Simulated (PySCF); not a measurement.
Excitations are Tamm–Dancoff values on a coarser integration grid. The basis has no diffuse functions, so Rydberg states are missing or too high.

Z-matrix (Å, degrees):
```
O
C 1 1.4116
H 2 1.0905 1 107.95
H 2 1.0956 3 108.53 1 -120.96
H 2 1.0956 3 108.53 4 -118.07
Si 1 1.6304 2 123.21 3 -180.00
H 6 1.4832 1 111.18 2 -61.77
H 6 1.4832 7 110.47 1 -123.94
Cl 6 2.0390 7 108.48 8 -118.78
```
Charge 0, multiplicity 1.

Problem. Give the HOMO, dipole moment, S1 excitation (TDA), S1–T1 gap (TDA), S1 oscillator strength, total energy, LUMO and T1 excitation (TDA) at the level PySCF with PBE0-D4/def2-TZVP.

Solution. 
```
Item                           Value
----------------------  ------------
HOMO                        -8.45 eV
dipole moment                 2.39 D
S1 excitation (TDA)          7.26 eV
S1–T1 gap (TDA)              0.36 eV
S1 oscillator strength         0.005
total energy            -865.7797 Ha
LUMO                         0.30 eV
T1 excitation (TDA)          6.90 eV
```
